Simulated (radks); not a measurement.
Task: Species: Lu IV. Configuration: [Xe] 4f14. Method: scalar-relativistic Kohn-Sham, r2SCAN, spin-unpolarised, spherical densities, finite nucleus; meta-GGA in the generalised Kohn-Sham scheme; Fermi nuclear charge, rms radius 5.37 fm; computed with a radial shooting solver on a logarithmic mesh with Libxc functionals. Some entries of the table are withheld. Estimate them.

| orbital | occ. | eigenvalue (eV) | <r> (bohr) |
|---|---|---|---|
| 1s | 2 | -63339.38 | 0.01932 |
| 2s | 2 | -10828.49 | 0.08182 |
| 2p | 6 | -9526.936 | 0.07292 |
| 3s | 2 | -2483.589 | 0.2124 |
| 3p | 6 | -2091.073 | 0.2121 |
| 3d | 10 | (1) | 0.1925 |
| 4s | 2 | -520.7223 | 0.4782 |
| 4p | 6 | (2) | 0.5079 |
| 4d | 10 | -221.8317 | (3) |
| 5s | 2 | -89.2935 | (4) |
| 5p | 6 | -58.9300 | 1.365 |
| 4f | 14 | -36.1435 | 0.7142 |
| 5d | 0 | -24.4167 | 1.999 |
| 6s | 0 | (5) | 2.900 |

Result: 
(1) 3d eigenvalue (eV): -1619.173
(2) 4p eigenvalue (eV): -391.3881
(3) 4d <r> (bohr): 0.5479
(4) 5s <r> (bohr): 1.169
(5) 6s eigenvalue (eV): -23.0825
